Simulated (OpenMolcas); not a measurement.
## neutral lead: thermal populations, worked from levels

```json
{"Program": "OpenMolcas 26.06", "Basis": "ANO-RCC-VDZP [7s6p4d2f1g]", "Scalar Hamiltonian": "DKH2, point nucleus", "Active space": "2 electrons in 3 orbitals (6p)", "State averaging": "2S+1 = 3 even, 3 roots; 2S+1 = 1 even, 6 roots", "Spin-orbit coupling": "state interaction with AMFI integrals over the reference wave functions, term energies averaged over their components"}
```

Methods: CASSCF; SS-CASPT2, IPEA 0.25 Eh, imaginary shift 0.1 Eh (closed shells correlated: 5d 6s). Measured levels: NIST Handbook of Basic Atomic Spectroscopic Data.

**Thermal populations.** Z = Σ (2J + 1) exp(-E/kT) with k = 0.695035 cm-1/K, over the levels below. No other level of either list lies under 34900 cm-1, which is above 7 kT at each temperature.

```csv
Level,2J + 1,SS-CASPT2,measured
6s² 6p² ³P₀,1,0.0,0.0
6s² 6p² ³P₁,3,6350,7819
6s² 6p² ³P₂ [68 %],5,9780,10650
6s² 6p² ¹D₂ [68 %],5,19410,21458
6s² 6p² ¹S₀,1,29050,29467
```

| T (K) | Z, SS-CASPT2 | Z, measured levels | Ground level (%), SS-CASPT2 | Ground level (%), measured levels |
| --- | --- | --- | --- | --- |
| 3000 | 1.189 | 1.101 | 84.1 | 90.8 |
| 5000 | 1.801 | 1.560 | 55.5 | 64.1 |

At 5000 K, kT = 3475 cm-1, and the computed levels give Z = 1.000 + 0.483 + 0.300 + 0.019 + 0.000 = 1.801.

Term energies are means over components that CASPT2 splits; among the terms shown or strongly mixed into the levels shown the widest spread is 80 cm-1 (6s² 6p² ¹D, SS-CASPT2). Spin-orbit splittings of 6p shells tend to come out small when the coupling is added on scalar orbitals. With the s shell closed, the reference lacks s² → p² mixing. Some terms miss by over 15 % even with CASPT2, which points to a basis or an active space too small for the shells correlated (holds for SS-CASPT2). Measured partners are found by configuration, term and J. A level has none where our copy of the source lacks it or the pairing is in doubt (some pairs that miss far off the trend of their configuration count as doubtful), and it then counts in no deviation. Where the source uses jj or jK labels, the order within each J decides. Levels of configurations outside the active space are missing.

A share in square brackets marks a mixed level and gives the weight of the term that names it, the lowest over the columns.
